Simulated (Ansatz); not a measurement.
```xyz
9

F     0.483    1.277   -1.863
Si   -0.787    0.855   -1.016
Cl   -2.151    0.054   -2.283
O    -0.360   -0.263    0.062
Si    0.732   -0.954    1.054
Cl    1.628    0.486    2.199
H    -1.341    2.047   -0.365
H     1.782   -1.622    0.261
H     0.014   -1.879    1.951
```

Total charge 0; spin multiplicity 1.

Task: List the B3LYP/def2-TZVPP orbital energies in eV (Ansatz). (Best estimate.)

Result: Ansatz gave: Occupied: -2762.85, -2762.73, -1801.58, -1800.91, -671.99, -521.49, -257.61, -257.49, -196.63, -196.50, -196.50, -196.50, -196.38, -196.37, -145.83, -145.26, -101.20, -101.18, -101.11, -100.63, -100.58, -100.52, -33.04, -28.29, -23.08, -22.90, -17.01, -14.93, -13.39, -13.26, -13.09, -12.00, -11.93, -11.72, -10.84, -10.20, -9.87, -9.58, -9.44, -9.29, -8.92. Lowest empty: -0.10, 0.20, 0.58, 0.77, 1.18, 1.64, 1.86, 2.54.

B3LYP here is the variant with VWN-RPA as its local correlation; programs differ in this.
